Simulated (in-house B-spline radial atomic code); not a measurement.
Configurations of the bromine ion Br⁶⁺, with energies counted from [Ar] 3d10 4s1. Computed with a radial B-spline atomic code at the basis-set limit: scalar-relativistic (X2C) HSE06, spin-polarised, spherical fractional occupations, exact exchange averaged over the configuration, Fermi nucleus of rms radius 4.1629 fm. Shells without spins written out take the highest spin.

Occupations are held fixed; configurations that lie above the ionisation limit could autoionise.

| configuration | E - E(ref) (eV) | highest orbital | its <r> (bohr) |
| --- | --- | --- | --- |
| [Ar] 3d10 5p1 | 56.965 | 5p up | 2.981 |
| [Ar] 3d10 5f1 | 75.687 | 5f up | 4.242 |
| [Ar] 3d9 4s1 4p1 | 79.594 | 4p up | 1.511 |
| [Ar] 3d9 4s1 4d1 | 105.81 | 4d up | 1.811 |
| [Ne] 3s2 3p5 3d10 4s2 | 175.4 | 4s down | 1.396 |
| [Ne] 3s2 3p5 3d10 4s1 5s1 | 227.86 | 5s up | 2.687 |

Question: Order these further configurations by energy, lowest first.
A. [Ar] 3d9 4s1 5d1
B. [Ne] 3s2 3p5 3d10 4s1 4p1
C. [Ar] 3d9 4s1 5s1
D. [Ar] 3d9 4s1 5f1
E. [Ar] 3d9 4s2

Answer: E (65.088 eV), C (117.48 eV), A (134 eV), D (143.1 eV), B (189.93 eV).

Question: How far above the reference does [Ne] 3s2 3p5 3d10 4s1 5f1 lie?

Answer: 253.49 eV; its least bound orbital is 5f up with <r> = 4.118 bohr.
